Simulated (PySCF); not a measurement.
CH11NOSi3, SMILES O[SiH2]C[SiH2]N[SiH3]. Coordinates come from a PBE-D3(BJ)/def2-SVP optimisation. This is a generated structure with no PubChem entry under its InChIKey; it may be hypothetical. The values are those of a single conformer.

Computed equilibrium geometry at PBE-D3(BJ)/def2-SVP (PySCF confirms it by a frequency run) as a Z-matrix (one conformer of several):
```
N
H 1 1.0279
Si 1 1.7729 2 113.80
Si 1 1.7860 2 113.23 3 -149.55
H 3 1.5001 1 106.91 2 -179.04
H 3 1.5019 5 110.58 1 119.13
H 4 1.5047 1 105.55 2 -28.55
H 3 1.5079 5 108.68 6 118.89
H 4 1.5097 7 108.37 1 -120.21
C 4 1.8817 7 111.33 9 -122.68
H 10 1.1114 4 108.76 7 175.56
H 10 1.1120 11 106.99 4 117.34
Si 10 1.9000 11 109.45 12 119.44
O 13 1.6795 10 109.30 11 75.54
H 14 0.9907 13 109.79 10 30.26
H 13 1.5028 14 107.92 15 151.36
H 13 1.5105 16 108.30 14 -121.94
```
